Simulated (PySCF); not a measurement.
C5H9I.
SMILES with atom numbers: `[I:1][CH:2]1[CH2:3][CH2:4][CH2:5][CH2:6]1` (hydrogens: H7 on C2; H8, H9 on C3; H10, H11 on C4; H12, H13 on C5; H14, H15 on C6)

A GFN2-xTB structure was refined with PBE0-D3(BJ)/def2-SVP geometry optimisation, gas phase, def2 core potentials past Kr (PySCF 2.14.0). Its GFN2-xTB values:

| coordinate | GFN2-xTB |
| --- | --- |
| I1–C2 | 2.165 Å |
| C2–C3 | 1.516 Å |
| C2–H7 | 1.079 Å |
| C3–C4 | 1.575 Å |
| C3–H8 | 1.056 Å |
| C3–H9 | 1.068 Å |
| C4–C5 | 1.512 Å |
| C4–H10 | 1.115 Å |
| C4–H11 | 1.078 Å |
| I1–C2–C3 | 110.3° |
| C2–C3–C4 | 103.0° |
| C3–C2–C6 | 104.0° |
| C3–C4–C5 | 106.1° |
| I1–C2–C6–C5 | 79° |

Question: How do these coordinates change at the PBE0-D3(BJ)/def2-SVP level?

Answer: 
```
 coordinate  PBE0-D3(BJ)/def2-SVP (Å or °)  change
      C3–H8                          1.099  +0.043
      C3–C4                          1.535  -0.040
      C3–H9                          1.105  +0.037
      C4–C5                          1.548  +0.036
      I1–C2                          2.191  +0.026
     C4–H11                          1.100  +0.022
      C2–H7                          1.097  +0.018
     C4–H10                          1.100  -0.015
      C2–C3                          1.519  +0.003
   C2–C3–C4                          104.8    +1.8
   C3–C2–C6                          103.2    -0.8
   I1–C2–C3                          110.7    +0.4
   C3–C4–C5                          105.7    -0.4
I1–C2–C6–C5                             81      +2
```

The energy falls by 0.182 eV over 4 energy and gradient evaluations, the largest force component goes from 0.0403 to 1.8e-04 Eh/bohr, and the atoms move by 0.032 Å rms after alignment. The bond that changes most is C3–H8 (ring CH2 carbon to methylene hydrogen), which lengthens by 0.043 Å. Bonds longer at the end by more than 0.005 Å: 9 of 15; shorter: 3. Rotational constants go from 4355, 1170, 1128 to 4357, 1135, 1093 MHz.

The run used 141 basis functions and 31 SCF cycles in all. Time: 44 s; peak memory 0.64 GiB. Hardware: an Arm Neoverse V1 with one thread (shared host).

Stationary, but not proved a minimum. The numbers are those of one conformer.
